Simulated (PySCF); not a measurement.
C₂H₈OSi₂, SMILES [SiH2]1OC[Si@@H]1C. Atoms are numbered in the order given.

```xyz
13

C      2.3323    -0.7302    -0.0965
Si     0.7458    -0.0475     0.6635
C     -0.0478     1.4637    -0.2634
O     -1.3144     0.8932    -0.6958
Si    -1.3493    -0.7091    -0.1239
H      2.5990    -1.6992     0.3558
H      3.1750    -0.0378     0.0660
H      2.2109    -0.8798    -1.1809
H      0.9301     0.1751     2.1276
H     -0.2382     2.3473     0.3709
H      0.5221     1.8051    -1.1464
H     -2.4850    -0.9595     0.8090
H     -1.4581    -1.7048    -1.2298
```

Coordinates come from a TPSSh-D3(BJ)/def2-SVP optimisation. The structure was generated by enumeration; whether it is a known compound was not checked.

Two levels are set side by side: PBE/pcSseg-1 (PySCF) and PBE0/pcSseg-1 (PySCF). GIAO shifts against H2O (¹⁷O), TMS (²⁹Si), TMS (¹H), TMS (¹³C) at the same level; non-relativistic, no solvent, atoms listed together averaged. Differences are taken from unrounded values.

```csv
quantity,PBE0,PBE,PBE minus PBE0
δ(¹³C) of C1 (ppm),-2.6,-2.1,0.5
δ(²⁹Si) of Si2 (ppm),0.7,1.0,0.2
δ(¹³C) of C3 (ppm),73.4,77.6,4.2
δ(¹⁷O) of O4 (ppm),38.5,53.1,14.6
δ(²⁹Si) of Si5 (ppm),19.6,19.4,-0.2
δ(¹H) of H9 (ppm),5.39,5.64,0.25
"δ(¹H) of H12, H13 (ppm)",6.01,6.33,0.31
```

Rough cost on one machine, each run with all the roots and properties that it gave: PBE0 against PBE within a factor of 2.
